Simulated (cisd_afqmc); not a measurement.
Input (AFQMC/CISD/def2-SVP; cisd_afqmc is a phaseless AFQMC code with CISD trial states that reads the integrals written by Ansatz):

Ansatz 0.2 input:
```python
import cisd_afqmc

open("ham.yaml", "w").write("""\
crystal:
  periodic: [false, false, false]
  atoms:
    - {symbol: Si, position_ang: [0.54429209, 0.70721859, 1.01114166]}
    - {symbol: F, position_ang: [0.95812277, 1.87841332, -0.01216319]}
    - {symbol: Br, position_ang: [-0.46409126, -0.76590800, -0.40132899]}
basis:
  gaussian:
    orbitals: def2-SVP
magnetization: {spin_polarized: false}
correlation: {method: ccsd, electrons: outside_noble_gas, hamiltonian_folder: ham}
""")
rep = cisd_afqmc.ansatz("ham.yaml")
e_ccsd = rep["correlation"]["coupled_cluster"]["energy"]["hartree"]
out = cisd_afqmc.run("ham", e_ccsd, trial="CISD", walkers=200, populations=8, threads=8, dt=0.005, steps=40, early=24, settle=10, least=32,
    cut=5e-5, rank_cut=2e-4, target=0.0004, seconds=1500, seed=1, memory=17280, gpu=False)
```

Output:

```
orbitals 44, occupied [9], factors 243 of 599, rank of the doubles 145 of 315
E(HF) = -2960.368864
E(CCSD) on the cut factors = -2960.772265, shift to the whole factors -0.000002
Energy of the trial state on the determinant = -2960.772275
  tau behind 7.2 of longer steps, mean of the populations' last blocks
   2.0  -2960.78370
   4.0  -2960.78277
   6.0  -2960.78372
   8.0  -2960.78391
blocks 269 (0 outliers left out), error by blocks joined: 1: 0.00025, 2: 0.00031, 4: 0.00036, 8: 0.00033, 16: 0.00030
E(AFQMC/CISD) = -2960.78371 +/- 0.00036
```

 In a CCSD(T) run of this state the restricted determinant is unstable towards broken spin symmetry.

A triplet may lie lower; no result for it is given here.
